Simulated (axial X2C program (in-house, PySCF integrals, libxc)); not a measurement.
## Correcting the dissociation energy of YN for spin–orbit coupling

A spin-free PBE0 curve (one-electron X2C) was computed with an in-house relativistic program for diatomic molecules, basis Y dyall-cv3z [11s12p9d6f3g], N dyall-av3z [7s7p3d2f] (cores contracted in-house), for the state M_S = 0, Λ = 0 (closed shell). It gives D0 = 4.131 eV to Y + N, which in a spin-free picture are the weighted means of the ground terms.

Measured levels of the ground terms (NIST Handbook of Basic Atomic Spectroscopic Data), in cm⁻¹: Y 2D: J = 3/2 at 0, J = 5/2 at 530.4; N 4S: J = 3/2 at 0.

The molecular state has Λ = 0, so it has no first-order lowering.

Task: How far does each ground level lie under the (2J+1)-weighted mean of its term?

Result: Y: (4 × 0 + 6 × 530.4)/10 = 318 cm⁻¹; N: a single level, 0.

Task: Correct D0.

Result: D0 = 4.131 + (0 − 318)/8065.5 = 4.092 eV at PBE0 with these spin–orbit terms.

Second-order spin–orbit effects in the molecule, which grow quickly with Z, are left out. Occupations by symmetry block were frozen at the best pattern of an incomplete PBE0 search. De is counted from the lowest determinant-based energies of the atoms at the same level, without counterpoise correction. PBE0 can misorder states that lie within some tenths of an eV, so this need not be the ground state of the molecule. The nearest other spin-free determinant of the search, M_S = 1, Λ = 0, lies 0.20 eV up at the distance of the search.
